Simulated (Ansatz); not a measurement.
This singlet lies 0.93 eV below the relaxed triplet at the level frozen-core CCSD(T)/cc-pVTZ // PBE0-D3(BJ)/def2-TZVP (Ansatz, an electronic-structure program).

A geometry relaxed with Ansatz with PBE0-D3(BJ)/def2-TZVP, charge 0, multiplicity 1:

```xyz
7

H      2.0155    -1.4919     0.9159
H      2.4557     0.9113    -0.5108
N     -1.5369     0.1996    -0.1393
Al     1.5325    -0.1992     0.1391
C     -0.2827     0.0361    -0.0258
H     -2.1014     0.7092     0.5429
H     -2.0827    -0.1650    -0.9220
```

Write the SMILES of this molecule.

`N[C][AlH2]`
